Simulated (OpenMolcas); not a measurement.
d8 ions of charge +2 down a group on the Y site of Cs2NaYBr6

- Program: OpenMolcas
- Method: CASSCF
- Spin-orbit coupling: RASSI with atomic mean-field integrals over the reference wave functions

The d shell is active. Each dopant is a cluster with its nearest anions in model potentials and point charges, with no relaxation and no local charge compensation. Distances were set from a Shannon-type radius of the metal (high-spin where two are listed) plus a fixed donor radius (Br 1.91 Å), in hosts weighted 0.65 to 0.35 with the host's distance in the model lattice. Ligand basis ANO-RCC-VDZP, DKH2 Hamiltonian. States (labels of O, the rotations of Oh). Energies in cm-1 above the lowest state or level, χT in cm3 K/mol; 10Dq and B are least-squares fits to the states below 45000 cm-1, weighted by degeneracy, with a free offset, and given where the rms deviation is under 5 % of |10Dq| (or 100 cm-1) and under 700 cm-1. Spin-only χT is S(S+1) / 2 for the spin of the ground state.

| Ion | Shell | R (Å) | Metal basis | Ground state | First state of that spin | 10Dq | B (rms of fit) | First gap with spin-orbit (degeneracies) | χT at 300 K | First state of another spin | Spin-only χT |
| --- | --- | --- | --- | --- | --- | --- | --- | --- | --- | --- | --- |
| Ni2+ | 3d8 | 2.658 | ANO-RCC-VTZP | 3A2 | 3T2 3125 | 3218 | 1273 (60) | 2845 (3, 2) | 1.897 | 1E 17466 | 1.000 |
| Pd2+ | 4d8 | 2.768 | ANO-RCC-VTZP | 3A2 | 3T2 7070 |  |  | 6280 (3, 2) | 1.645 | 1E 11984 | 1.000 |
| Pt2+ | 5d8 | 2.729 | ANO-RCC-VTZP | 3A2 | 3T2 10111 |  |  | 6893 (3, 2) | 1.880 | 1E 10551 | 1.000 |

Every ion keeps the highest spin of its shell. χT departs most from the spin-only value for Ni2+, by +0.897 cm3 K/mol.

Without dynamic correlation the repulsion within the d shell is too large (B by tens of per cent), so at a given field states of lower spin stand too high. Ligand-to-metal charge-transfer states are missing. With no ligand orbital active B as a rule stays too high, so bands that hang on it stand too high and its fall with covalency is understated. With metal d orbitals alone and no dynamic correlation the field as a rule comes out too small, by tens of per cent, by up to half for chloride and softer ligands, and the orbital part of g and χT, which goes as 1/10Dq, too large (holds for Ni2+). Real 4d8 and 5d8 ions are as a rule square planar and diamagnetic (holds for Pd2+; Pt2+). With metal d orbitals alone the field can be off either way by tens of per cent (holds for Pd2+; Pt2+). The least metal-like active orbital is 83 % on the metal (Löwdin) and no ligand orbital is active, so the numbers are rough (holds for Pt2+). No measured value stands beside these numbers; the geometry was set by hand and not optimised.
